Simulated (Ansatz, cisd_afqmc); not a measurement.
Species: BH2, charge 1, singlet. BH2+ (parent SMILES [BH2], singlet).
B3LYP-D3(BJ)/def2-TZVP minimum from Ansatz (a first-principles code):
```
B
H 1 1.1744
H 1 1.1744 2 180.00
```
Charge +1, spin multiplicity 1.

Total energies in cc-pVTZ, 4 correlated electrons, 1 frozen orbitals. UHF or UKS for unpaired electrons; spin-orbit terms are left out. Correlated methods leave the cores frozen. No relativity. AFQMC is phaseless with a CISD trial state; ± is one standard error, without the phaseless bias. Outlying blocks are dropped, and bars are widened where a walk drifts. Over all cases where full CI ran beside it in this data, AFQMC minus full CI had a median of +0.1 mEh and passed +0.4 mEh in a tenth of the cases. The spin of H2B+ (parent SMILES [BH2], singlet) was assumed, and the state is the lowest solution found for it.

| method | program | energy (Eh) | error against FCI (mEh) |
|---|---|---|---|
| HF | Ansatz | -25.47891 | 86.42 |
| MP2 | Ansatz | -25.54736 | 17.97 |
| CCSD | Ansatz | -25.56412 | 1.21 |
| CCSD(T) | Ansatz | -25.56506 | 0.26 |
| CCSDT(Q) | Ansatz | -25.56532 | 0.01 |
| CCSDTQ | Ansatz | -25.56532 | 0.00 |
| AFQMC/CISD | cisd_afqmc | -25.5652 ± 0.0001 | 0.1 ± 0.1 |
| FCI | Ansatz | -25.56532 | 0.00 |

Rough core times of Ansatz's runs on a shared machine: CCSD(T) under 20 s, CCSDT(Q) under 20 s, CCSDTQ 3 min, FCI under 20 s.
